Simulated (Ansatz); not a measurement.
Ideal-gas functions of digermane at 500 K and 1 bar, from an Ansatz frequency run at PBE0-D4/def2-TZVP.

Molar mass 151.27 g/mol, point group D3d (symmetry number 6), electronic degeneracy 1, moments of inertia 12.567, 237.32, 237.321 u Å². Harmonic wavenumbers (cm⁻¹, unscaled): 106, 270, 358, 358, 559, 559, 756, 834, 882, 882, 886, 886, 2144, 2150, 2151, 2151, 2161, 2161.

Use S(trans) = R[1.5 ln M + 2.5 ln T − 1.1517]; rotational temperatures θ = 24.2544 K / I; S(rot) = R[ln(√π/σ · √(T³/θAθBθC)) + 1.5]; for each mode x = 1.438777 ν̃/T, S = R[x/(eˣ − 1) − ln(1 − e⁻ˣ)] and H = RT x/(eˣ − 1); 1 cm⁻¹ = 0.0119627 kJ/mol; R = 8.31446 J/(mol·K).

Problem. By hand: the entropy, in J/(mol·K).

Solution. Translation 182.2. Rotation: θ = 1.93, 0.1022, 0.1022 K, giving 96.1. Vibration, mode by mode: 18.22, 10.62, 8.43, 8.43, 5.20, 5.20, 3.32, 2.78, 2.50, 2.50, 2.47, 2.47, 0.12, 0.12, 0.12, 0.12, 0.12, 0.12, in all 72.9. Electronic 0.0. Sum 351.2 J/(mol·K).

Problem. By hand: H − E and G − E in kJ/mol, counted from the electronic energy.

Solution. Zero-point energy ½ × 20254 × 0.0119627 = 121.1; thermal vibration 20.5; translation, rotation and pV give 4 RT = 16.6. H − E = 158.2 kJ/mol, and G − E = 158.2 − 500 × 351.2/1000 = -17.4 kJ/mol.

Vibration gives 21 % of the entropy, 18.2 J/(mol·K) of it from the mode under 150 cm⁻¹: soft modes count most, and the harmonic formula is weakest for them.
